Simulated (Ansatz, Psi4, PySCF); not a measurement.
Cl2OTi (SMILES [O]=[Ti]([Cl])[Cl]), singlet, geometry from GFN2-xTB (such geometries of metal compounds can be far from the true shape), atoms displaced at random by about 0.08 Å a coordinate. Base run: HF/6-31G, gradient run with PySCF.

Input for PySCF:
```python
from pyscf import gto, scf

mol = gto.Mole()
mol.atom = '''
    Ti   -0.52035366   -0.11782635   -0.38211226
    Cl    1.52098449    0.15674803   -0.88438804
    Cl   -0.57594105   -0.39072406    1.72172446
    O    -1.34070381    1.09012762   -0.64802600
'''
mol.basis = '6-31g'
mol.verbose = 3
mol.build()

mf = scf.RHF(mol)
mf.kernel()
g = mf.nuc_grad_method()
grad = g.kernel()
```

Programs used: Ansatz (a first-principles code), Psi4, PySCF; a row that names a program was run with it.

The coordinate followed is y of atom 2.

Variants of this job, named by their change:

| change | dE/dx (Eh/bohr) | net force (Eh/bohr) |
|---|---|---|
| base | -0.006066 | 0.000000 |
| conv_tol = 1e-6 | -0.006066 | 0.000000 |
| density fitting = on; auxbasis_response = off | -0.006092 | 0.000149 |
| density fitting = on | -0.006066 | 0.000000 |
| conv_tol = 1e-4 | -0.006036 | 0.000000 |
| conv_tol = 1e-11 | -0.006066 | 0.000000 |
| finite difference step (bohr) = 0.01; conv_tol = 1e-11 | -0.006066 | - |
| finite difference step (bohr) = 1e-5; conv_tol = 1e-11 | -0.006066 | - |
| finite difference step (bohr) = 1e-3; conv_tol = 1e-11 | -0.006066 | - |
| finite difference step (bohr) = 0.2; conv_tol = 1e-11 | -0.005887 | - |
| code = psi4 | -0.005763 | 0.000000 |
| code = ansatz | -0.005760 | 0.000000 |

The net force is zero for an exact gradient.
